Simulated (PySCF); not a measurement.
# Electron correlation in Ir⁺ (iridium, charge +1)

[Xe] 4f14 5d7 6s1, high-spin 5F determinant. All numbers are calculated (PySCF 2.14, scalar relativity through the core potential, in aug-cc-pVTZ-PP with ECP60MDF (6s6p5d3f2g, 88 functions)). Frozen: 5s2 5p6; 8 electrons correlated.

MP2 pair energies summed by pair of shells (mhartree):

| pair | energy | share (%) |
| --- | --- | --- |
| 5d-5d | -147.16 | 79.0 |
| 5d-6s | -39.07 | 21.0 |

Total MP2 correlation energy: -186.23 mhartree.

Same-spin part -82.17 and opposite-spin part -104.06 mhartree; SCS-MP2 scales them by 1/3 and 6/5 to -152.26 mhartree.
